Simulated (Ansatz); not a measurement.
A run for Ansatz (a first-principles code): R-RI-MP2/def2-QZVPP on CH3FSn (SMILES [CH3][Sn][F]), a point of a torsion scan. Elements past Kr take the def2 small-core potentials; no spin–orbit coupling. Files ending in .json are basis or fitting sets from the Basis Set Exchange. The run froze 11 orbitals, filled d shells among them.

Ansatz 0.2 input:
```yaml
crystal:
  periodic: [false, false, false]
  atoms:
    - {symbol: C, position_ang: [-0.68229611, 0.01940487, -0.00144707]}
    - {symbol: Sn, position_ang: [1.30020202, 1.12160999, 0.10215377]}
    - {symbol: F, position_ang: [2.37300135, -0.39390884, -0.79690900]}
    - {symbol: H, position_ang: [-0.92829191, -0.44270441, 0.95976145]}
    - {symbol: H, position_ang: [-1.52508834, 0.66021869, -0.27598759]}
    - {symbol: H, position_ang: [-0.61305991, -0.78227809, -0.74013930]}
basis:
  gaussian:
    orbitals: def2-QZVPP.json
    fitting: {mean_field: def2-universal-JKFIT, correlation: def2-QZVPP-RIFIT.json}
magnetization: {spin_polarized: false}
correlation: {method: mp2, electrons: outside_noble_gas}
scf: {lower_state_search: off}
```

The head of its log:

```
WARN ansatz: RAYON_NUM_THREADS=1 ignored (pool sized by the plan → 1); use --threads N
Functional definition: HF
these checks for a lower state are left out or cut short: stability, starts, cluster_reference, orbital_swaps, neighbouring_geometries, increment
integrals: 0.30 GiB planned
424 factors; integrals over basis functions are off by at most 1.7e0 eV
mean field: 0.51 GiB planned
mean field evaluation 1: about -9587.3295 eV, gradient 4.5e1 eV
mean field evaluation 2: about -9589.9850 eV, gradient 3.5e1 eV
mean field evaluation 4: about -9591.9138 eV, gradient 1.8e0 eV
mean field evaluation 8: about -9591.9301 eV, gradient 1.4e-6 eV
mean field -9591.93009533 eV, -352.4969293596 hartree, gradient 1.4e-6 eV, S^2 0.000000; 0 other end points of the search recorded, 0 dependent functions left out
11 core orbitals not correlated, not the lowest: weight in the atoms' cores, before any rotation towards them, 0.935 or more for the frozen orbitals, at most 0.081 for the correlated occupied ones
726 factors; their error is unknown
reference -9591.93009533 eV, -352.4969293596 hartree; 9, 9 occupied and 266, 266 virtual orbitals, 726 factors
```

Problem. Predict the final total energy.

Solution. -353.0622 hartree.
